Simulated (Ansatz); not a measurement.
Z-matrix (Å, degrees):
```
O
Sn 1 1.969
H 1 0.961 2 116.2
F 2 1.934 1 93.3 3 180.0
```

The species carries charge 0 and has multiplicity 1. Sn: def2 effective core potential.

(1) List the B3LYP/def2-TZVPP orbital energies in eV (Ansatz 0.2.0). (Best estimate.)

## Answers

(1) The calculation gave: Occupied: -669.88, -520.28, -139.23, -94.23, -94.02, -93.94, -30.69, -28.71, -28.35, -28.28, -28.11, -27.84, -25.95, -14.10, -11.78, -10.27, -10.13, -10.06, -8.75, -7.69. Lowest empty: -2.58, -0.87, -0.09, 1.72, 2.69, 3.51, 3.80, 5.27.

B3LYP here is the variant with VWN-RPA as its local correlation; programs differ in this.
